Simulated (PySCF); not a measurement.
**Mg (magnesium, neutral): UHF calculation**

Configuration: [Ne] 3s2, closed-shell 1S. Calculation: PySCF 2.14, in cc-pVTZ-DK (5s4p2d1f, 34 functions); the spin-free X2C one-electron Hamiltonian (Gaussian nucleus).

```json
{"Total energy": "-199.919598 hartree", "One-electron energy": "-279.8588 hartree", "Hartree (Coulomb) energy": "95.9740 hartree", "Exchange energy": "-16.0348 hartree", "⟨S²⟩": "0.0000", "⟨L²⟩": "0.000", "Sum of ⟨r⟩": "12.24 bohr", "Sum of ⟨r²⟩": "29.53 bohr²", "Langevin diamagnetic susceptibility": "-23.4 ×10⁻⁶ cm³/mol", "Time after the integrals": "0.1 s of wall time on 1 thread of Neoverse-N1 (shared host)"}
```

```csv
shell,electrons,mean orbital energy (eV),"rms radius, mean of both spins (bohr)"
1s,2,-1336.5,0.151
2s,2,-102.85,0.754
2p,6,-62.052,0.773
3s,2,-6.896,3.52
```
